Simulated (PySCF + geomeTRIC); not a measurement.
These are TPSS-D3(BJ)/def2-SVP (PySCF + geomeTRIC) values and carry that method's errors. fastk is a local helper that only speeds up exchange builds. No frequencies were computed at this level.

```python
import json, numpy as np
from pyscf import gto, dft
from fastk import lowrank_exchange
atoms = """
Ti    -0.070747    -0.051557     0.071620
O     -1.515439    -0.427660    -0.809088
H     -2.433011    -0.369895    -0.528694
O      1.222807    -0.999746    -0.585161
H      1.203660    -1.885242    -0.958340
O     -0.353128    -0.397690     1.746140
H      0.033958     0.011293     2.524883
O      0.357736     1.622239    -0.067186
H      0.868030     2.064407    -0.750987
"""
def scf(charge, spin, dm0=None):
    mol = gto.M(atom=atoms, basis='def2-svp', ecp={}, charge=charge, spin=spin, verbose=3, max_memory=10080)
    mf = dft.KS(mol, xc='tpss').density_fit(auxbasis="def2-universal-jkfit")
    mf.disp = 'd3bj'
    mf.grids.level = 3
    mf.conv_tol = 1e-8
    mf.max_cycle = 120
    mf.level_shift = 0.25
    mf.kernel(dm0)
    if not mf.converged:
        mf = mf.newton().run(mf.mo_coeff, mf.mo_occ).undo_soscf()
    return mf
mf = scf(0, 0)
from pyscf.geomopt.geometric_solver import kernel as optimize
path = []
done, mol = optimize(mf, maxsteps=120, assert_convergence=False, callback=lambda env: path.append((env["energy"], bool(env["g_scanner"].converged))))
res = dict(converged=bool(done and path[-1][1]), energy=path[-1][0], path=[e for e, c in path], xyz=mol.atom_coords(unit="Angstrom").tolist(), nao=mol.nao)
json.dump(res, open("result.json", "w"))
```

Output:

```
converged SCF energy = -1152.71250512502
Geometry optimization cycle 1
converged SCF energy = -1152.71250511642
cycle 1: E = -1152.71250512  dE = -1152.71  norm(grad) = 0.0913551
Geometry optimization cycle 2
converged SCF energy = -1152.72575673724
cycle 2: E = -1152.72575674  dE = -0.0132516  norm(grad) = 0.0175956
Geometry optimization cycle 3
converged SCF energy = -1152.72629498826
cycle 3: E = -1152.72629499  dE = -0.000538251  norm(grad) = 0.00303863
Geometry optimization cycle 4
converged SCF energy = -1152.72633289739
cycle 4: E = -1152.7263329  dE = -3.79091e-05  norm(grad) = 0.00148992
Geometry optimization cycle 5
converged SCF energy = -1152.72635798487
cycle 5: E = -1152.72635798  dE = -2.50875e-05  norm(grad) = 0.00234213
Geometry optimization cycle 6
converged SCF energy = -1152.7264727705
cycle 6: E = -1152.72647277  dE = -0.000114786  norm(grad) = 0.00515875
Geometry optimization cycle 7
converged SCF energy = -1152.72660016081
cycle 7: E = -1152.72660016  dE = -0.00012739  norm(grad) = 0.00590969
Geometry optimization cycle 8
converged SCF energy = -1152.72680651077
cycle 8: E = -1152.72680651  dE = -0.00020635  norm(grad) = 0.00539613
Geometry optimization cycle 9
converged SCF energy = -1152.72701321006
cycle 9: E = -1152.72701321  dE = -0.000206699  norm(grad) = 0.00502578
Geometry optimization cycle 10
converged SCF energy = -1152.72750810204
cycle 10: E = -1152.7275081  dE = -0.000494892  norm(grad) = 0.0104512
Geometry optimization cycle 11
converged SCF energy = -1152.72773367734
cycle 11: E = -1152.72773368  dE = -0.000225575  norm(grad) = 0.00913375
Geometry optimization cycle 12
converged SCF energy = -1152.72795906488
cycle 12: E = -1152.72795906  dE = -0.000225388  norm(grad) = 0.00345603
Geometry optimization cycle 13
converged SCF energy = -1152.72800376592
cycle 13: E = -1152.72800377  dE = -4.4701e-05  norm(grad) = 0.00116849
Geometry optimization cycle 14
converged SCF energy = -1152.72801196473
cycle 14: E = -1152.72801196  dE = -8.19881e-06  norm(grad) = 0.000834255
Geometry optimization cycle 15
converged SCF energy = -1152.72801430479
cycle 15: E = -1152.7280143  dE = -2.34005e-06  norm(grad) = 0.00035156
Geometry optimization cycle 16
converged SCF energy = -1152.72801409931
cycle 16: E = -1152.7280141  dE = 2.05472e-07  norm(grad) = 0.000510326
Geometry optimization cycle 17
converged SCF energy = -1152.72801559593
cycle 17: E = -1152.7280156  dE = -1.49662e-06  norm(grad) = 0.000653107
Geometry optimization cycle 18
converged SCF energy = -1152.72801742725
cycle 18: E = -1152.72801743  dE = -1.83132e-06  norm(grad) = 0.000418574
Geometry optimization cycle 19
converged SCF energy = -1152.728018951
cycle 19: E = -1152.72801895  dE = -1.52375e-06  norm(grad) = 0.000243291
Geometry optimization cycle 20
converged SCF energy = -1152.72801974907
cycle 20: E = -1152.72801975  dE = -7.98072e-07  norm(grad) = 0.000218167
<class 'geometric.internal.Distance'> : 8
<class 'geometric.internal.Angle'> : 10
<class 'geometric.internal.Dihedral'> : 12
<class 'geometric.internal.TranslationX'> : 1
<class 'geometric.internal.TranslationY'> : 1
<class 'geometric.internal.TranslationZ'> : 1
<class 'geometric.internal.RotationA'> : 1
<class 'geometric.internal.RotationB'> : 1
<class 'geometric.internal.RotationC'> : 1
Step    0 : Gradient = 3.045e-02/4.468e-02 (rms/max) Energy = -1152.7125051164
Step    1 : Displace = 9.193e-02/1.066e-01 (rms/max) Trust = 1.000e-01 (=) Grad = 5.865e-03/8.780e-03 (rms/max) E (change) = -1152.7257567372 (-1.325e-02) Quality = 0.749
Step    2 : Displace = 1.447e-02/1.763e-02 (rms/max) Trust = 1.000e-01 (=) Grad = 1.013e-03/1.470e-03 (rms/max) E (change) = -1152.7262949883 (-5.383e-04) Quality = 1.205
Step    3 : Displace = 6.539e-03/9.791e-03 (rms/max) Trust = 1.414e-01 (+) Grad = 4.966e-04/6.749e-04 (rms/max) E (change) = -1152.7263328974 (-3.791e-05) Quality = 1.230
Step    4 : Displace = 7.436e-03/1.185e-02 (rms/max) Trust = 2.000e-01 (+) Grad = 7.807e-04/1.141e-03 (rms/max) E (change) = -1152.7263579849 (-2.509e-05) Quality = 1.671
Step    5 : Displace = 4.606e-02/7.373e-02 (rms/max) Trust = 2.828e-01 (+) Grad = 1.720e-03/2.558e-03 (rms/max) E (change) = -1152.7264727705 (-1.148e-04) Quality = 1.322
Step    6 : Displace = 6.293e-02/1.007e-01 (rms/max) Trust = 3.000e-01 (+) Grad = 1.970e-03/2.887e-03 (rms/max) E (change) = -1152.7266001608 (-1.274e-04) Quality = 1.397
Step    7 : Displace = 1.262e-01/1.999e-01 (rms/max) Trust = 3.000e-01 (=) Grad = 1.799e-03/2.430e-03 (rms/max) E (change) = -1152.7268065108 (-2.063e-04) Quality = 1.168
Step    8 : Displace = 5.997e-02/9.070e-02 (rms/max) Trust = 3.000e-01 (=) Grad = 1.675e-03/2.310e-03 (rms/max) E (change) = -1152.7270132101 (-2.067e-04) Quality = 1.509
Step    9 : Displace = 5.339e-02/6.042e-02 (rms/max) Trust = 3.000e-01 (=) Grad = 3.484e-03/5.341e-03 (rms/max) E (change) = -1152.7275081020 (-4.949e-04) Quality = 1.167
Step   10 : Displace = 2.580e-02/3.983e-02 (rms/max) Trust = 3.000e-01 (=) Grad = 3.045e-03/4.689e-03 (rms/max) E (change) = -1152.7277336773 (-2.256e-04) Quality = 1.489
Step   11 : Displace = 4.095e-02/4.955e-02 (rms/max) Trust = 3.000e-01 (=) Grad = 1.152e-03/1.875e-03 (rms/max) E (change) = -1152.7279590649 (-2.254e-04) Quality = 0.990
Step   12 : Displace = 1.849e-02/2.752e-02 (rms/max) Trust = 3.000e-01 (=) Grad = 3.895e-04/6.362e-04 (rms/max) E (change) = -1152.7280037659 (-4.470e-05) Quality = 0.921
Step   13 : Displace = 9.235e-03/1.352e-02 (rms/max) Trust = 3.000e-01 (=) Grad = 2.781e-04/4.645e-04 (rms/max) E (change) = -1152.7280119647 (-8.199e-06) Quality = 0.994
Step   14 : Displace = 6.510e-03/9.624e-03 (rms/max) Trust = 3.000e-01 (=) Grad = 1.172e-04/1.931e-04 (rms/max) E (change) = -1152.7280143048 (-2.340e-06) Quality = 0.397
Step   15 : Displace = 3.620e-03/5.736e-03 (rms/max) Trust = 3.000e-01 (=) Grad = 1.701e-04/2.812e-04 (rms/max) E (change) = -1152.7280140993 (+2.055e-07) Quality = -0.048
Step   16 : Displace = 1.905e-03/4.281e-03 (rms/max) Trust = 1.810e-03 (-) Grad = 2.177e-04/3.398e-04 (rms/max) E (change) = -1152.7280155959 (-1.497e-06) Quality = 0.296
Step   17 : Displace = 1.775e-03/2.528e-03 (rms/max) Trust = 1.810e-03 (=) Grad = 1.395e-04/2.326e-04 (rms/max) E (change) = -1152.7280174273 (-1.831e-06) Quality = 0.547
Step   18 : Displace = 1.899e-03/3.387e-03 (rms/max) Trust = 1.810e-03 (=) Grad = 8.110e-05/1.867e-04 (rms/max) E (change) = -1152.7280189510 (-1.524e-06) Quality = 0.219
Step   19 : Displace = 9.240e-04/1.613e-03 (rms/max) Trust = 9.050e-04 (-) Grad = 7.272e-05/1.724e-04 (rms/max) E (change) = -1152.7280197491 (-7.981e-07) Quality = 0.152
Converged! =D
```

Cost: very roughly 6 core-minutes.
